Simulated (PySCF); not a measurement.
PbBr, SMILES [Br][Pb+] (connectivity only; charge and spin as stated), charge +1, multiplicity 1.

The structure is a stationary point at B3LYP-D3(BJ)/def2-TZVP. The spin state was assumed, not searched. The def2 effective core potentials stand for the cores of Pb; spin–orbit coupling is left out.

Calculation: TDA-LC-ωPBE/def2-TZVPD run with PySCF 2.14.0.

Vertical excitations; the highest root listed may be one member of a degenerate set. Isolated molecule, no solvent. State labels are in the subgroup C2v.

Computed excitation energies, oscillator strengths and character:
| state | symmetry | energy (eV) | λ (nm) | f | main pairs |
|---|---|---|---|---|---|
| S1 | A2 | 4.43 | 280 | 0.000 | HOMO−1→LUMO+1 49 %, HOMO→LUMO 49 % |
| S2 | B1 | 4.45 | 278 | 0.016 | HOMO−2→LUMO (degenerate set) |
| S3 | B2 | 4.45 | 278 | 0.016 | HOMO−2→LUMO+1 (degenerate set) |
| S4 | A1 | 4.51 | 275 | 0.000 | HOMO−1→LUMO, HOMO→LUMO+1 (degenerate set) |
| S5 | A2 | 4.51 | 275 | 0.000 | HOMO→LUMO, HOMO−1→LUMO+1 (degenerate set) |
| S6 | A1 | 5.37 | 231 | 0.044 | HOMO−1→LUMO 40 %, HOMO→LUMO+1 40 %, HOMO−2→LUMO+2 18 % |
| S7 | B1 | 6.69 | 185 | 0.008 | HOMO−1→LUMO+2 (degenerate set) |
| S8 | B2 | 6.69 | 185 | 0.008 | HOMO→LUMO+2 (degenerate set) |
| S9 | A1 | 8.98 | 138 | 2.249 | HOMO−2→LUMO+2 73 % |
| S10 | B2 | 9.36 | 132 | 0.135 | HOMO→LUMO+3 83 % |
| T1 | B1 | 3.80 | 327 | 0 | HOMO−2→LUMO (degenerate set) |
| T2 | B2 | 3.80 | 327 | 0 | HOMO−2→LUMO+1 (degenerate set) |
| T3 | A1 | 4.01 | 309 | 0 | HOMO→LUMO+1 48 %, HOMO−1→LUMO 48 % |
| T4 | A1 | 4.20 | 295 | 0 | HOMO−1→LUMO 49 %, HOMO→LUMO+1 49 % |
Triplets are in the Tamm–Dancoff approximation.
